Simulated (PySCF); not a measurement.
## Ionisation energy along the 10-electron series

Calculated with PySCF 2.14 and a two-component X2C-1e Hamiltonian (Gaussian nucleus, no Breit or QED terms), each ion in its own even-tempered basis scaled to its charge; GMP2 freezes nothing and drops the highest virtual spinors. Values in eV. NIST values: (m) measured, (s) semi-empirical, (t) theoretical.

```json
{"ion": "Lu⁶¹⁺", "configuration": "[Ne]", "GHF (spin-free)": "14579.7", "GMP2 (spin-free)": "14581.4", "GHF (screened spin-orbit)": "14242.5", "GMP2 (screened spin-orbit)": "14244.1", "NIST": "14228 ± 12 (t)"}
{"ion": "Hf⁶²⁺", "configuration": "[Ne]", "GHF (spin-free)": "15052.3", "GMP2 (spin-free)": "15053.9", "GHF (screened spin-orbit)": "14694.3", "GMP2 (screened spin-orbit)": "14695.9", "NIST": "14678 ± 15 (t)"}
{"ion": "Ta⁶³⁺", "configuration": "[Ne]", "GHF (spin-free)": "15533.2", "GMP2 (spin-free)": "15534.8", "GHF (screened spin-orbit)": "15153.4", "GMP2 (screened spin-orbit)": "15155.0", "NIST": "15137 ± 19 (t)"}
```

Between Z = 71 and Z = 73 the GMP2 (screened spin-orbit) value grows as Z to the power 2.23.
